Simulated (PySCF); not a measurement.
Be(Et) (C2H5Be), SMILES [Be+][CH2]C, charge +1. Geometry: PBE0-D3(BJ)/def2-TZVP. The spin state was assumed, not searched. The isomer is the one that the SMILES or the coordinates give; other isomers of the formula were not compared.

These are PBE0-D3(BJ)/def2-TZVP in PySCF values and carry that method's errors.

Harmonic wavenumbers (cm⁻¹): 222, 276, 602, 779, 928, 953, 991, 1144, 1229, 1391, 1408, 1474, 1487, 3022, 3058, 3072, 3134, 3163. Rotational constants (GHz): 38.45, 10.33, 9.061; symmetry number 1.

Question: Work out the zero-point energy and the ideal-gas rigid-rotor harmonic-oscillator thermochemistry at 298.15 K and 1 atm.

Answer: ZPE = ½ Σ hcν = ½ × 28333 cm⁻¹ = 40.50 kcal/mol. H − E(el) = 43.76 kcal/mol. Entropy in cal/(mol K): translation 36.84, rotation 22.02, vibration 4.66, total 63.52. G − E(el) = 24.82 kcal/mol. Cp = 15.27 cal/(mol K).
